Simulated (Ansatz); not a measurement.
Cost and result for the atomization energy of CH5FSn (`F[CH2][SnH3]`) (8 atoms, 7 bonds).

```xyz
8

F    -1.684    0.581   -1.021
C    -1.128    0.064    0.139
Sn    1.026   -0.081   -0.069
H    -1.564   -0.922    0.320
H    -1.391    0.722    0.971
H     1.672    1.472   -0.349
H     1.669   -0.721    1.380
H     1.400   -1.115   -1.371
```

Charge 0, multiplicity 1. Correlated methods include outer-core shells of Sn, which these sets cover unevenly. Sn: def2 effective core potential. The structure was optimised at the PBE0-D4/def2-TZVP level. Program: Ansatz. All runs use 2 threads of an Intel Xeon Platinum 8488C on a shared host. Times are those of one run each, without the atoms' runs, and a repeat can differ threefold. Electronic energies, without spin–orbit coupling; frozen cores. CCSD(T)/CBS adds CCSD(T) − MP2 in def2-TZVPP to the MP2 limit, and its time is that of the two runs behind it. T1 = 0.013. With those shells the extrapolation isn't a true limit. B3LYP takes the VWN-RPA correlation (the form of Gaussian; ORCA's B3LYP/G). HSE06 is the plane-wave form, built on full-range PBE exchange.

CCSD(T)/CBS is a level of theory with its own doubt, some kJ/mol a heavy atom from the limit and from the frozen cores, so smaller differences don't rank the functionals.

```csv
level,functions,wall time
LDA (SPW92)/def2-TZVPP,182,0.8 s
revPBE-D4/def2-TZVPP,182,1.4 s
PBE-D4/def2-TZVPP (with forces),182,1.6 s
BHLYP-D4/def2-TZVPP,182,1.7 s
PBE0-D4/def2-TZVPP,182,1.8 s
HSE06-D4/def2-TZVPP,182,1.9 s
B3LYP-D4/def2-TZVPP (with forces),182,2.4 s
CCSD(T)/def2-SVP,79,2.5 s
B97M-V/def2-TZVPP,182,5.5 s
ωB97M-V/def2-TZVPP (with forces),182,6 s
MP2/def2-QZVPP,346,11 s
CCSD(T)/def2-TZVPP,182,44 s
CCSD(T)/CBS(def2),–,55 s
```

(1) What atomization energy does each give, and how far from CCSD(T)/CBS? (Estimate.)

Results:

(1) Ansatz gave: 
| level | atomization (kcal/mol) | difference from CCSD(T)/CBS | per bond |
| --- | --- | --- | --- |
| LDA (SPW92)/def2-TZVPP | 644.4 | 80.4 | 11.5 |
| revPBE-D4/def2-TZVPP | 550.9 | -13.1 | -1.9 |
| PBE-D4/def2-TZVPP (with forces) | 565.0 | 1.0 | 0.1 |
| BHLYP-D4/def2-TZVPP | 543.8 | -20.2 | -2.9 |
| PBE0-D4/def2-TZVPP | 555.8 | -8.2 | -1.2 |
| HSE06-D4/def2-TZVPP | 555.8 | -8.2 | -1.2 |
| B3LYP-D4/def2-TZVPP (with forces) | 558.9 | -5.1 | -0.7 |
| CCSD(T)/def2-SVP | 526.6 | -37.4 | -5.3 |
| B97M-V/def2-TZVPP | 567.3 | 3.3 | 0.5 |
| ωB97M-V/def2-TZVPP (with forces) | 560.8 | -3.2 | -0.5 |
| MP2/def2-QZVPP | 555.3 | -8.7 | -1.2 |
| CCSD(T)/def2-TZVPP | 550.5 | -13.5 | -1.9 |
| CCSD(T)/CBS(def2) | 564.0 | 0.0 | 0.0 |

From r2SCAN to r2SCAN0 (25 % exact exchange), in def2-TZVPP and without D4, the atomization energy moves by −8.9 kcal/mol: exact exchange takes away binding that semilocal exchange gives to molecules. In def2-TZVPP, CCSD(T) changes the Hartree–Fock value by +150.7 kcal/mol (the triples alone add +7.5 kcal/mol) and MP2 by +147.5 kcal/mol; breaking electron pairs costs correlation energy, which Hartree–Fock lacks. Leaving LDA and LC-ωPBE aside and taking each functional with its dispersion term where it has one, the values spread over 23.6 kcal/mol, from BHLYP-D4 to B97M-V. LDA lies +82.2 kcal/mol from PBE without D4, its usual overbinding.

Spin–orbit coupling would lower the free Sn atoms strongly, and the atomization energy with them, by more than many differences here. For some Ge, Se and Sn compounds the MP2-based and the directly extrapolated limit differ by 10 to 25 kJ/mol.
